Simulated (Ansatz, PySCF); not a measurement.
Reaction (SMILES): [Br][GeH2][Br] [dibromogermane] + [GeH4] (GeH4) → 2 [GeH3][Br] [bromogermane]
Structures are relaxed separately at B3LYP-D3(BJ)/def2-TZVP in Ansatz (an electronic-structure program). Frequencies are from Ansatz or PySCF.

Property: bond separation energy (0 K, with B3LYP-D3(BJ) harmonic zero-point energies), in kcal/mol. Correlated levels leave the core frozen unless marked. Spin-orbit coupling is left out. The frozen core is the preceding noble-gas configuration, with the filled d and f shells of earlier blocks. Non-relativistic. CBS marks a two-point X^-3 extrapolation of the correlation energy; Hartree-Fock from the larger set.

```csv
level,program,bond separation energy (kcal/mol),minus last row
HF/STO-3G,Ansatz,0.2,-0.2
BLYP-D4/def2-TZVPD,Ansatz + dftd4,1.6,1.2
revPBE-D3(BJ)/def2-TZVPD,Ansatz + dftd3,1.3,0.9
PBE0-D3(BJ)/def2-TZVPD,Ansatz + dftd3,0.8,0.4
PBE0/def2-QZVPP,Ansatz,0.5,0.1
r2SCANh-D4/def2-TZVPD,Ansatz + dftd4,1.0,0.6
CAM-B3LYP-D4/def2-TZVPD,Ansatz + dftd4,0.6,0.2
MP2/cc-pVQZ,Ansatz,0.7,0.3
CCSD(T)/cc-pVTZ,Ansatz,0.6,0.2
"CCSD(T)/CBS(cc-pVTZ,cc-pVQZ)",Ansatz,0.4,0.0
```
